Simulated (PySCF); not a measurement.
SSi, charge -1, multiplicity 2. Atoms are numbered in the order given.

```xyz
2

Si     0.0000     0.0000    -1.0825
S      0.0000     0.0000     0.9472
```
Charge -1, spin multiplicity 2.

The structure is a stationary point at PBE0-D3(BJ)/def2-TZVPD. The spin state was assumed, not searched.

The numbers are results of PBE/def2-TZVPD run with PySCF, not measurements.

Mulliken values depend strongly on the basis, most of all with diffuse functions as here. ESP charges are fitted to the potential on shells at 1.4 to 2.0 van der Waals radii. Atomic charges (e):

```tsv
atom	Mulliken	ESP fit	meta-Löwdin	Mulliken spin
Si1	-0.42	-0.54	-0.38	0.81
S2	-0.58	-0.46	-0.62	0.19
```
